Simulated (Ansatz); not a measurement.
The same path of FGeH2 + H2O (7 atoms, charge 0, multiplicity 2) was run twice with different band settings.

Theory: UKS PBE/def2-mTZVP in Ansatz.

Relaxed end points:

```xyz
7
Properties=species:S:1:pos:R:3
Ge 0.343 0.188 -0.038
H 0.430 -0.138 3.168
H 1.021 -0.147 -1.425
H -0.806 1.238 -0.213
F -0.518 -1.359 0.314
O -0.363 0.089 2.645
H -0.682 -0.777 2.314
```

```xyz
7
Properties=species:S:1:pos:R:3
Ge -0.012 0.063 -0.322
H 0.057 -0.103 2.497
H 1.426 -0.007 -0.933
H -0.863 1.267 -0.840
F -0.844 -1.391 -0.905
O 0.066 0.026 3.468
H -0.404 -0.762 3.800
```

Common settings: spring 5.0 eV/Å²; optimiser quadratic models (default); start path through a guess of the saddle point; force threshold 0.03 eV/Å; iteration limit 60; end points relaxed.

| run | movable images | climbing image |
| --- | --- | --- |
| 1 | 7 | yes |
| 2 | 8 | no |

Question: What does each run give, and how far can it be trusted?

Answer: Run 1: converged after 22 iterations, highest image 0.212 eV above the first end. The highest image is an end point: on this band no image between the ends rises above it. A vibrational analysis next to that end finds imaginary modes (131i cm⁻¹), so it isn't a minimum.
Run 2: converged after 24 iterations, highest image 0.212 eV above the first end. The highest image is an end point: on this band no image between the ends rises above it.
